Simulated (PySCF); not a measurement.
Radial density of Lu (lutetium, neutral)

UHF, [Xe] 4f14 5d1 6s2, 2D determinant. All numbers are calculated (PySCF 2.14, scalar relativity by spin-free X2C-1e, in x2c-TZVPPall (11s7p7d2f2g, 99 functions)).

```json
{"r (bohr)": "0.0142", "4πr²ρ (e/bohr)": "97.59", "4πr²(ρα − ρβ)": "-0.0005"}
{"r (bohr)": "0.0239", "4πr²ρ (e/bohr)": "84.72", "4πr²(ρα − ρβ)": "-0.0014"}
{"r (bohr)": "0.0402", "4πr²ρ (e/bohr)": "107.3", "4πr²(ρα − ρβ)": "-0.0010"}
{"r (bohr)": "0.0676", "4πr²ρ (e/bohr)": "125.8", "4πr²(ρα − ρβ)": "0.0088"}
{"r (bohr)": "0.114", "4πr²ρ (e/bohr)": "98.51", "4πr²(ρα − ρβ)": "0.0208"}
{"r (bohr)": "0.191", "4πr²ρ (e/bohr)": "110.3", "4πr²(ρα − ρβ)": "-0.0043"}
{"r (bohr)": "0.322", "4πr²ρ (e/bohr)": "56.38", "4πr²(ρα − ρβ)": "0.0010"}
{"r (bohr)": "0.541", "4πr²ρ (e/bohr)": "60.53", "4πr²(ρα − ρβ)": "-0.0031"}
{"r (bohr)": "0.910", "4πr²ρ (e/bohr)": "19.95", "4πr²(ρα − ρβ)": "0.0264"}
{"r (bohr)": "1.53", "4πr²ρ (e/bohr)": "7.374", "4πr²(ρα − ρβ)": "0.3444"}
{"r (bohr)": "2.57", "4πr²ρ (e/bohr)": "1.395", "4πr²(ρα − ρβ)": "0.3399"}
{"r (bohr)": "4.33", "4πr²ρ (e/bohr)": "0.5794", "4πr²(ρα − ρβ)": "0.1171"}
{"r (bohr)": "7.28", "4πr²ρ (e/bohr)": "0.05672", "4πr²(ρα − ρβ)": "0.0004"}
{"r (bohr)": "12.3", "4πr²ρ (e/bohr)": "0.0003282", "4πr²(ρα − ρβ)": "0.0001"}
```

Densities and radii are taken from the X2C orbitals without a picture-change correction, which distorts them close to the nucleus.

Spin-orbit coupling, absent here, splits the open shell strongly.

Question: Where is the radial spin density 4πr²(ρα − ρβ) most negative, and why is it negative at all?

Answer: Around r = 0.191 bohr, down to -0.0043 e/bohr: exchange with the open shell polarises the paired shells in an unrestricted calculation.
